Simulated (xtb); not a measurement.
samarium atom (Sm), septet (GFN-xTB shapes and energies of metal compounds can be far from the true ones) (GFN-xTB holds the 4f electrons in the core, so unpaired electrons go into valence orbitals and the state isn't the physical one); GFN0-xTB run with xtb.

xtb was given this input:
```
$ xtb mol.xyz --gfn 0 --uhf 6 --hess --json

# file mol.xyz
1

Sm     0.00000000     0.00000000     0.00000000
```

**Question.** Write the output that xtb gives for this input, abridged.

**Answer.** 
```
   ID    Z sym.   atoms
    1   62 Sm     1

           -------------------------------------------------
          |                Calculation Setup                |
           -------------------------------------------------

           -------------------------------------------------
          |                 G F N 0 - x T B                 |
           -------------------------------------------------

          ...................................................
          :                      SETUP                      :
          :.................................................:
          :  # basis functions                  10          :
          :  # atomic orbitals                   9          :
          :  # shells                            3          :
          :  # electrons                         3          :
          :  electronic temp.          300.0000000     K    :
          :  accuracy                    1.0000000          :
          :  -> integral cutoff          0.2500000E+02      :
          :  -> integral neglect         0.1000000E-07      :
          ...................................................

         :::::::::::::::::::::::::::::::::::::::::::::::::::::
         ::                     SUMMARY                     ::
         :::::::::::::::::::::::::::::::::::::::::::::::::::::
         :: total energy              -1.325664997766 Eh    ::
         :: gradient norm              0.000000000000 Eh/a0 ::
         :: HOMO-LUMO gap              0.000000000000 eV    ::
         ::.................................................::
         :: H0 energy                 -1.325664997766 Eh    ::
         :: repulsion energy           0.000000000000 Eh    ::
         :: electrostat energy         0.000000000000 Eh    ::
         :: -> Gsolv                   0.000000000000 Eh    ::
         ::    -> Gsasa                0.000000000000 Eh    ::
         ::    -> Gshift               0.000000000000 Eh    ::
         :: dispersion energy          0.000000000000 Eh    ::
         :: short-range corr.          0.000000000000 Eh    ::
         :: add. restraining           0.000000000000 Eh    ::
         :: total charge               0.000000000000 e     ::
         :::::::::::::::::::::::::::::::::::::::::::::::::::::

           -------------------------------------------------
          |                Numerical Hessian                |
           -------------------------------------------------
[...]
          :  symmetry                               Kh      :
          :  rotational number                       1      :
          :  scaling factor                  1.0000000      :
          :  rotor cutoff                   50.0000000 cm⁻¹ :
          :  imag. cutoff                  -20.0000000 cm⁻¹ :
          :.................................................:

    mode    ω/cm⁻¹     T·S(HO)/kcal·mol⁻¹    T·S(FR)/kcal·mol⁻¹   T·S(vib)
   ------------------------------------------------------------------------
   ------------------------------------------------------------------------

   temp. (K)  partition function   enthalpy   heat capacity  entropy
                                   cal/mol     cal/K/mol   cal/K/mol   J/K/mol
 298.15  VIB   1.00                    0.000      0.000      0.000
         ROT   1.00                    0.000      0.000      0.000
         INT   1.00                    0.000      0.000      0.000
         TR   0.178E+28             1481.254      4.968     40.915
         TOT                        1481.2539     4.9681    40.9153   171.1897

       T/K    H(0)-H(T)+PV         H(T)/Eh          T*S/Eh         G(T)/Eh
   ------------------------------------------------------------------------
    298.15    0.236053E-02    0.236053E-02    0.194402E-01   -0.170797E-01
   ------------------------------------------------------------------------

         :::::::::::::::::::::::::::::::::::::::::::::::::::::
         ::                  THERMODYNAMIC                  ::
         :::::::::::::::::::::::::::::::::::::::::::::::::::::
         :: total free energy          -1.342744654462 Eh   ::
         ::.................................................::
         :: total energy               -1.325664997766 Eh   ::
         :: zero point energy           0.000000000000 Eh   ::
         :: G(RRHO) w/o ZPVE           -0.017079656695 Eh   ::
         :: G(RRHO) contrib.           -0.017079656695 Eh   ::
         :::::::::::::::::::::::::::::::::::::::::::::::::::::

           -------------------------------------------------
          | TOTAL ENERGY               -1.325664997766 Eh   |
          | TOTAL ENTHALPY             -1.323304469387 Eh   |
          | TOTAL FREE ENERGY          -1.342744654462 Eh   |
          | GRADIENT NORM               0.000000000000 Eh/α |
          | HOMO-LUMO GAP               0.000000000000 eV   |
           -------------------------------------------------

normal termination of xtb
```
